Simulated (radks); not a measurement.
Tc2+, 41 electrons, occupied as [Kr] 4d5 (the NIST ground configuration). Method: scalar-relativistic Kohn-Sham, PBE, spin-polarised, spherical densities, finite nucleus; open shells are filled with parallel spins first (spin-orbit coupling, left out, can overturn this in heavy ions); Fermi nuclear charge, rms radius 4.4112 fm; computed with a radial shooting solver on a logarithmic mesh with Libxc functionals.

Local quantities along the radius. ELF = 1/(1 + alpha^2) is the electron localisation function; alpha = (tau - tau_W)/tau_unif compares the Pauli kinetic energy density with that of the uniform gas (summed over spins); -r V(r) is the screened charge that the Kohn-Sham potential of spin up presents (atomic units). tau is taken from the large components.

r (bohr),ELF,alpha,-r V(r)
0.001548,1.000,0.02173,42.73
0.002065,1.000,0.02221,42.63
0.002732,0.999,0.02337,42.49
0.003644,0.999,0.02554,42.30
0.004821,0.999,0.02907,42.06
0.00643,0.999,0.03509,41.74
0.008508,0.998,0.04506,41.32
0.01135,0.996,0.06367,40.77
0.01501,0.990,0.09927,40.07
0.02003,0.969,0.1794,39.16
0.0265,0.882,0.3658,38.06
0.03534,0.603,0.8113,36.65
0.04676,0.334,1.412,34.98
0.06237,0.371,1.303,32.95
0.08252,0.635,0.7579,30.69
0.1101,0.770,0.5472,27.99
0.1456,0.621,0.7811,25.04
0.1942,0.300,1.527,21.73
0.257,0.451,1.102,18.46
0.3428,0.751,0.5764,15.12
0.4535,0.725,0.6152,12.12
0.6049,0.285,1.585,9.428
0.8003,0.302,1.522,7.311
1.067,0.758,0.5646,5.582
1.412,0.730,0.6085,4.245
1.884,0.481,1.039,3.359
2.492,0.206,1.963,2.827
3.324,0.047,4.509,2.550
4.399,0.004,15.05,2.410
5.867,0.000,100.0,2.179

On this mesh the ELF has minima near r = 0.054, 0.19, 0.70 bohr, which separate the shells, and maxima near 0.11 (0.77), 0.40 (0.78), 1.2 (0.78).

Self-consistent cycle (total energy in hartree, residual of the potential): 1: -4279.991859, 7e+00; 2: -4283.692269, 4e+00; 3: -4284.830916, 5e-01; 4: -4284.842392, 3e-01; 5: -4284.852849, 2e-02; 6: -4284.852698, 8e-03; 7: -4284.852710, 2e-04; 8: -4284.852709, 3e-05; 9: -4284.852709, 8e-06; 10: -4284.852709, 5e-06; 11: -4284.852709, 1e-06; 12: -4284.852709, 4e-07; 13: -4284.852709, 9e-09; 14: -4284.852709, 4e-09.
